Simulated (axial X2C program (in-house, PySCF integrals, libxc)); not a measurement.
# Worked dissociation energy of CrBr⁺: CCSD, two-component

Calculated with an in-house relativistic program for diatomic molecules. Two-component (2c) means X2C with spin–orbit coupling and atomic mean-field two-electron Coulomb and Gaunt terms. Basis: Br dyall-cv3z [8s9p6d4f1g], Cr dyall-cv3z [9s10p6d3f2g] (cores contracted in-house); Gaussian nuclei, density fitting, unrestricted open shells. Masses: Br 78.918 u, Cr 51.941 u.

Molecular state: Ω = 1 (⟨Sz⟩ = 2.00, ⟨Lz⟩ = -1.00 at HF).

Correlated methods: 12 electrons correlated (number of frozen shells: Br 3 s, 2 p, 1 d; Cr 3 s, 2 p), 278 virtual spin orbitals or spinors in MP2, 90 natural virtuals in coupled cluster.

* E(Br) (2M_J = 1): -2603.762728 hartree
* E(Cr+) (2M_J = 5): -1049.284326 hartree
* E(CrBr⁺) at Re: -3653.099978 hartree
* ωe: 369.1 cm⁻¹
* ωexe: 0.805 cm⁻¹

Problem. Work out De and D0.

Solution. De = -2603.762728 + (-1049.284326) − (-3653.099978) = 0.05292 hartree = 1.440 eV. The zero-point energy is ωe/2 − ωexe/4 = 184 cm⁻¹ = 0.023 eV, so D0 = 1.417 eV.

Occupations by symmetry block were frozen at the best pattern of an incomplete PBE0 search. De is counted from the lowest determinant-based energies of the atoms at the same level, without counterpoise correction. CCSD ran in a truncated set of natural virtual spinors with an MP2 remainder; without triples it tends to underbind. Other states lie close and PBE0, whose exact exchange favours high spin, may order them wrongly; the determinant shown need not be the ground state. The nearest other 2c determinant of the search, Ω = 2, lies 0.08 eV up at the distance of the search. With several unpaired electrons one determinant need not be a pure state. Open-shell Ω = 0 determinants with evenly filled partner blocks cannot be reached by this program, so the Ω shown need not be the lowest component. The T1 diagnostic is large, a sign of multireference character.

Each atomic determinant is the lowest at this level and need not be a pure J level. Totals compare only within one Hamiltonian and basis.
